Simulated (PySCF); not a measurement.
GaH₃O. Atoms are numbered in the order given.

```xyz
5

Ga    -0.0052     0.3654     0.0000
H      1.3884     1.0748     0.0000
H     -1.4507     0.9877     0.0000
O      0.1217    -1.4403     0.0000
H     -0.7502    -1.8687     0.0000
```

Geometry optimised at PBE-D3(BJ)/def2-TZVP.

Computed with KT2/pcSseg-2 in PySCF.

GIAO shieldings, no solvent; atoms listed in one row are averaged. δ = σ(ref) − σ: ¹H against TMS (σ = 31.47 ppm); ¹⁷O against H2O (σ = 324.0 ppm), references at their B3LYP-D3(BJ)/def2-TZVP geometries, non-relativistic.

Computed chemical shifts:
```csv
nucleus,atoms,count,δ (ppm)
¹H,H3,1,6.44
¹H,H2,1,6.09
¹H,H5,1,4.62
¹⁷O,O4,1,159.9
```
